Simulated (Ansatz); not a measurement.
`C[Si]1(O)[BH][AlH]1` → Al• + B• + C• + 6 H• + O• + Si•  (atomization)

Calculated with Ansatz (gas phase, PBE0-D4/def2-TZVP geometries, no zero-point term in ΔE). CBS: MP2 limit from def2 TZ/QZ plus the TZ coupled-cluster correction, frozen cores. This one scheme is used for every species, atoms too. DFT in def2-TZVPP. No spin–orbit coupling; open shells (•) take unrestricted orbitals. Spin–orbit coupling would lower the free atoms: a little for Al, B, C, O, Si. Each species was taken in one conformer, which may not be the lowest.

`C[Si]1(O)[BH][AlH]1`:

Cartesian coordinates in Å:
```
C -1.123 0.703 -0.483
Si 0.694 0.327 -0.192
O 1.454 1.566 -0.965
B 1.305 -1.131 0.757
Al -0.531 -1.728 1.097
H -1.366 1.685 -0.069
H -1.326 0.728 -1.557
H -1.837 -0.008 -0.045
H 2.414 1.545 -0.925
H 2.369 -1.562 1.064
H -2.053 -2.126 1.318
```

```json
{"level": "B2PLYP", "ΔE (eV)": "38.28"}
{"level": "revPBE", "ΔE (eV)": "37.86"}
{"level": "CCSD(T)/def2-SVP", "ΔE (eV)": "36.21"}
{"level": "CCSD(T)/def2-TZVPP", "ΔE (eV)": "37.75"}
```

(1) What does CCSD(T)/CBS give? (Estimate.)

(2) What do rigid-rotor, harmonic-oscillator terms from PBE0-D4/def2-TZVP frequencies (298.15 K, 1 bar) make of the CCSD(T)/CBS value? (An estimate is asked.)

Largest T1 diagnostic among the species: 0.018.

## Answers

(1) The calculation gave: +38.77 eV. The listed levels differ from it by -0.49, -0.91, -2.56, -1.02 eV.

(2) Computed: ΔZPE = -1.92 eV, ΔH = +37.30 eV, ΔS = 1124 J/(mol·K), ΔG = +33.83 eV. Open shells count their whole term as degenerate. Modes under 50 cm⁻¹ make the entropy rough.

Leaving LDA and LC-ωPBE aside and taking each functional with its dispersion term where it has one, the values, not all of them listed here, spread over 1.92 eV, from BHLYP-D4 to PBE-D4. LDA lies +5.16 eV from PBE without D4, its usual overbinding. From BLYP to BHLYP (50 % exact exchange), in def2-TZVPP and without D4, ΔE moves by −0.76 eV: exact exchange takes away binding that semilocal exchange gives to molecules. In def2-TZVPP, CCSD(T) changes the Hartree–Fock value by +9.71 eV (the triples alone add +0.70 eV) and MP2 by +10.42 eV; breaking electron pairs costs correlation energy, which Hartree–Fock lacks.

For atomizations the MP2-based limit and the directly extrapolated one differ by several kJ/mol either way, and by 10 to 25 for some Ge, Se and Sn compounds, so smaller differences from it don't rank the levels.
